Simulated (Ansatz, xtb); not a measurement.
**C4H7B: 9 structures ranked**

9 gas-phase structures of C4H7B, from a drawn sample of its isomers (lower ones may exist). Each was relaxed with GFN2-xTB:

A. `BC(=C)C=C`, a singlet
B. `BC#CCC`, a singlet
C. `BC(C)=C=C`, a singlet
D. `B[C@@H]1C=CC1`, a singlet
E. `B[C@@H]1CC1=C`, a singlet
F. `CBC#CC`, a singlet
G. `BCC#CC`, a singlet
H. `B1C=CCC1`, a singlet
I. `B/C=C\C=C`, a singlet

Q: Estimate their order in r2SCAN-D4/def2-SVP energy at these geometries, lowest first.

A: Calculated order at r2SCAN-D4/def2-SVP: H (0.0), F (21.9), I (28.9), A (33.3), B (35.4), C (38.0), E (44.5), G (46.1), D (46.4) kcal/mol. Less than 1 kcal/mol parts G and D, so the order within that pair means little.

Energies above the lowest of each column, in kcal/mol; the last columns are at PBE0-D3(BJ)/def2-SVP geometries and were run for some of them only (a dash: not run or not comparable):

```
structure  GFN2-xTB  HF/STO-3G  r2SCAN-D4/def2-SVP  PBE0-D3(BJ)/def2-SVP  CCSD(T)/def2-SVP + ΔMP2/def2-TZVPP
        H       0.0        0.0                 0.0                   0.0                                 0.0
        F      19.7       29.3                21.9                  25.2                                19.1
        I      23.5       54.3                28.9                  31.5                                25.2
        A      26.7       56.7                33.3                     –                                   –
        B      18.8       39.6                35.4                     –                                   –
        C      26.3       59.0                38.0                     –                                   –
        E      24.6       59.9                44.5                     –                                   –
        G      24.9       49.5                46.1                     –                                   –
        D      23.5       48.2                46.4                     –                                   –
```

Every level run on H puts it lowest or level with the lowest. Flexible structures stand in one conformer each, not always the lowest. F keeps a small imaginary mode. Frequencies (PBE0-D3(BJ)/def2-SVP) were run for F, H, I alone. ΔMP2 is the change of the MP2 energy from the smaller to the larger basis.

Over these structures GFN2-xTB departs from r2SCAN-D4/def2-SVP by 7.4 kcal/mol on average once a common shift is removed. A GFN2-xTB relaxation took about 0.12 s and the r2SCAN-D4/def2-SVP energy about 1.7 s on a shared host (Ansatz 0.2.0, xtb 6.7.1).
